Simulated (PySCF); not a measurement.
**Excitation energy of Ar⁺ by level of theory**

Ar⁺ [Ne] 3s2 3p5 (2P) → Ar⁺ [Ne] 3s1 3p5 3d1 (high-spin determinant), as a difference of total energies. Computed with PySCF 2.14 in aug-cc-pV(Q+d)Z (7s6p5d3f2g, 89 functions), with the non-relativistic Hamiltonian (point nucleus). Correlated levels: valence: [Ne] frozen. The calculations carry no spin-orbit coupling.

| method | excitation energy (eV) |
| --- | --- |
| UHF | 32.713 |
| MP2 (valence) | 31.920 |
| SCS-MP2 (valence) | 31.858 |
| CCSD (valence) | 30.820 |
| CCSD(T) (valence) | 30.215 |

Q: How much does correlation contribute at CCSD(T) (valence)?

A: 30.215 − (32.713) = -2.498 eV, measured against UHF.

The upper state lies above the first ionisation limit, where it may autoionise and the basis confines it.

The promoted electron is Rydberg-like, and one or two diffuse shells describe it only roughly, which tends to raise the upper state.

The coupled-cluster amplitudes are large for the upper state (T1 above 0.03 or a double amplitude above 0.15), so a single reference is strained.

The determinant of the upper state mixes LS terms, which raises its energy above the lowest term, most at the Hartree-Fock and MP2 levels.
